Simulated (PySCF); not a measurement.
Species: AlCl2(CH2SiH3), CH5AlCl2Si.
Bonds: Al1–Cl2, Al1–Cl3, Al1–C4, C4–Si5. Hydrogens: H6, H7 on C4; H8, H9, H10 on Si5.

A GFN2-xTB structure was refined with PySCF, PBE0-D3(BJ)/def2-SVP geometry optimisation, gas phase. Its GFN2-xTB values:

| coordinate | GFN2-xTB |
| --- | --- |
| Al1–Cl2 | 1.958 Å |
| Al1–C4 | 1.896 Å |
| C4–Si5 | 1.928 Å |
| C4–H6 | 1.189 Å |
| Si5–H8 | 1.516 Å |
| Al1–C4–Si5 | 114.7° |
| Cl2–Al1–Cl3 | 118.5° |
| Cl2–Al1–C4 | 123.1° |
| Cl2–Al1–C4–Si5 | 94° |

How do these coordinates change at the PBE0-D3(BJ)/def2-SVP level?

| coordinate | PBE0-D3(BJ)/def2-SVP (Å or °) | change |
| --- | --- | --- |
| Al1–Cl2 | 2.097 | +0.139 |
| C4–H6 | 1.104 | -0.085 |
| C4–Si5 | 1.882 | -0.046 |
| Al1–C4 | 1.928 | +0.032 |
| Si5–H8 | 1.496 | -0.020 |
| Cl2–Al1–C4 | 121.0 | -2.1 |
| Cl2–Al1–Cl3 | 116.7 | -1.8 |
| Al1–C4–Si5 | 114.4 | -0.3 |
| Cl2–Al1–C4–Si5 | 90 | -4 |

The energy falls by 43.5 kJ/mol over 8 energy and gradient evaluations, the largest force component goes from 0.0708 to 4.0e-04 Eh/bohr, and the atoms move by 0.060 Å rms after alignment. The bond that changes most is Al1–Cl2 (ends: aluminium bonded to C and 2 Cl; chlorine bonded to Al), which lengthens by 0.139 Å. Bonds longer at the end by more than 0.005 Å: 4 of 9; shorter: 5. Rotational constants go from 2024, 1167, 801.5 to 1994, 1145, 786.0 MHz.

The run used 111 basis functions and 46 SCF cycles in all.

Stationary, but not proved a minimum. One conformer, not necessarily the lowest.
